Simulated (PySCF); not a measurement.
## Two-component Hartree-Fock for Er (erbium, neutral)

Start: [Xe] 4f12 6s2; 4f5/2 filled at m_j = -5/2, -3/2, -1/2, +1/2, +3/2, +5/2; 4f7/2 filled at m_j = -3/2, -1/2, +1/2, +3/2, +5/2, +7/2. Calculated with PySCF 2.14 in x2c-SVPall-2c (7s10p9d3f1g, 112 functions): generalised Hartree-Fock with the X2C-1e Hamiltonian and a Gaussian nucleus; one run each with spin-orbit coupling (SO) switched off, then screened by Boettger's factors.

```json
{"spinor shell": "1s1/2", "electrons": "2", "ε, spin-free (eV)": "-57773.1", "ε, screened SO (eV)": "-57760.0", "weight of nominal j (screened SO)": "1.000", "rms radius, screened SO (bohr)": "0.0231"}
{"spinor shell": "2s1/2", "electrons": "2", "ε, spin-free (eV)": "-9833.6", "ε, screened SO (eV)": "-9829.6", "weight of nominal j (screened SO)": "1.000", "rms radius, screened SO (bohr)": "0.0935"}
{"spinor shell": "2p1/2", "electrons": "2", "ε, spin-free (eV)": "-8695.0", "ε, screened SO (eV)": "-9344.8", "weight of nominal j (screened SO)": "1.000", "rms radius, screened SO (bohr)": "0.0798"}
{"spinor shell": "3s1/2", "electrons": "2", "ε, spin-free (eV)": "-2257.2", "ε, screened SO (eV)": "-2255.9", "weight of nominal j (screened SO)": "1.000", "rms radius, screened SO (bohr)": "0.240"}
{"spinor shell": "3p1/2", "electrons": "2", "ε, spin-free (eV)": "-1904.1", "ε, screened SO (eV)": "-2043.1", "weight of nominal j (screened SO)": "1.000", "rms radius, screened SO (bohr)": "0.231"}
{"spinor shell": "3p3/2", "electrons": "4", "ε, spin-free (eV)": "-1904.1", "ε, screened SO (eV)": "-1844.9", "weight of nominal j (screened SO)": "1.000", "rms radius, screened SO (bohr)": "0.245"}
{"spinor shell": "3d3/2", "electrons": "4", "ε, spin-free (eV)": "-1459.4", "ε, screened SO (eV)": "-1484.9", "weight of nominal j (screened SO)": "1.000", "rms radius, screened SO (bohr)": "0.218"}
{"spinor shell": "3d5/2", "electrons": "6", "ε, spin-free (eV)": "-1459.4", "ε, screened SO (eV)": "-1441.3", "weight of nominal j (screened SO)": "1.000", "rms radius, screened SO (bohr)": "0.222"}
{"spinor shell": "4s1/2", "electrons": "2", "ε, spin-free (eV)": "-471.24", "ε, screened SO (eV)": "-470.88", "weight of nominal j (screened SO)": "1.000", "rms radius, screened SO (bohr)": "0.541"}
{"spinor shell": "4p1/2", "electrons": "2", "ε, spin-free (eV)": "-352.60", "ε, screened SO (eV)": "-384.85", "weight of nominal j (screened SO)": "0.998", "rms radius, screened SO (bohr)": "0.554"}
{"spinor shell": "4p3/2", "electrons": "4", "ε, spin-free (eV)": "-352.60", "ε, screened SO (eV)": "-338.77", "weight of nominal j (screened SO)": "0.999", "rms radius, screened SO (bohr)": "0.586"}
{"spinor shell": "4d3/2", "electrons": "4", "ε, spin-free (eV)": "-190.54", "ε, screened SO (eV)": "-197.19", "weight of nominal j (screened SO)": "0.980", "rms radius, screened SO (bohr)": "0.626"}
{"spinor shell": "4d5/2", "electrons": "6", "ε, spin-free (eV)": "-190.54", "ε, screened SO (eV)": "-185.84", "weight of nominal j (screened SO)": "0.987", "rms radius, screened SO (bohr)": "0.637"}
{"spinor shell": "5s1/2", "electrons": "2", "ε, spin-free (eV)": "-62.936", "ε, screened SO (eV)": "-62.885", "weight of nominal j (screened SO)": "1.000", "rms radius, screened SO (bohr)": "1.35"}
{"spinor shell": "5p1/2", "electrons": "2", "ε, spin-free (eV)": "-32.683", "ε, screened SO (eV)": "-36.934", "weight of nominal j (screened SO)": "0.990", "rms radius, screened SO (bohr)": "1.54"}
{"spinor shell": "5p3/2", "electrons": "4", "ε, spin-free (eV)": "-32.683", "ε, screened SO (eV)": "-30.897", "weight of nominal j (screened SO)": "0.995", "rms radius, screened SO (bohr)": "1.66"}
{"spinor shell": "4f5/2", "electrons": "6", "ε, spin-free (eV)": "-13.453", "ε, screened SO (eV)": "-14.504", "weight of nominal j (screened SO)": "0.895", "rms radius, screened SO (bohr)": "0.890"}
{"spinor shell": "4f7/2", "electrons": "6", "ε, spin-free (eV)": "-13.453", "ε, screened SO (eV)": "-12.287", "weight of nominal j (screened SO)": "0.910", "rms radius, screened SO (bohr)": "0.915"}
{"spinor shell": "6s1/2", "electrons": "2", "ε, spin-free (eV)": "-5.196", "ε, screened SO (eV)": "-5.199", "weight of nominal j (screened SO)": "1.000", "rms radius, screened SO (bohr)": "4.66"}
```

Task: Where does 2p3/2 lie, and what is the 2p spin-orbit splitting (screened SO)?

Result: At -8422.2 eV, 922.62 eV above 2p1/2.

| quantity | spin-free | screened SO |
| --- | --- | --- |
| E (hartree) | -13076.17217 | -13087.01797 |
| M_J | 6 | 6 |
| ⟨J²⟩ | 42.015 | 42.015 |
| ⟨L²⟩ | 30.012 | 30.185 |
| ⟨S²⟩ | 2.003 | 2.084 |

Each row is a mean over spinors that exchange with the open shell spreads, by up to 12.953 eV (4d5/2).

Rows whose weight is well below 1 are mixtures of j = l ± 1/2: exchange outweighs spin-orbit coupling there, and the label is only the starting occupation.

Breit and QED terms are absent; they matter most for the inner s and p1/2 levels.

Densities and radii are taken from the X2C orbitals without a picture-change correction, which distorts them close to the nucleus.

Without spin-orbit coupling the j labels of p, d and f shells carry no meaning; the spin-free column gives the mean over the occupied spinors of each nl shell.
